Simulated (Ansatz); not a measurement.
GeH₂S, SMILES `[SH][GeH]`. Charge 0, multiplicity 1.

```
atom    x (Å)    y (Å)    z (Å)
  S1  -0.1684  -1.2709  -0.2250
 Ge2  -0.7597   0.4763   1.0200
  H3   0.7205  -0.6886  -1.0449
  H4   0.2076   1.4832   0.2500
```

(1) List the harmonic frequencies (cm⁻¹, unscaled) at PBE0-D4/def2-TZVP in Ansatz. (Best estimate.)

(2) Is this a minimum?

(3) Give the ideal-gas thermochemistry at 298.15 K and 1 bar (rigid rotor, harmonic oscillator; point group Cs, symmetry number 1).

(4) And at 400, 500, 600, 800 and 1000 K?

Answers

(1) Computed: 399, 514, 626, 743, 1917, 2719.

(2) Yes, all 6 modes are real.

(3) Zero-point energy 41.4 kJ/mol; H(298) − E = 53.3 kJ/mol; entropy 270.6 J/(mol·K), of which translation 167.1, rotation 94.0, vibration 9.4; G(298) − E = -27.4 kJ/mol.

(4) 
```json
{"T (K)": "400", "H − E (kJ/mol)": "58.9", "S (J/mol/K)": "286.6", "G − E (kJ/mol)": "-55.8"}
{"T (K)": "500", "H − E (kJ/mol)": "64.8", "S (J/mol/K)": "299.8", "G − E (kJ/mol)": "-85.1"}
{"T (K)": "600", "H − E (kJ/mol)": "71.1", "S (J/mol/K)": "311.2", "G − E (kJ/mol)": "-115.7"}
{"T (K)": "800", "H − E (kJ/mol)": "84.3", "S (J/mol/K)": "330.3", "G − E (kJ/mol)": "-179.9"}
{"T (K)": "1000", "H − E (kJ/mol)": "98.4", "S (J/mol/K)": "346.0", "G − E (kJ/mol)": "-247.6"}
```
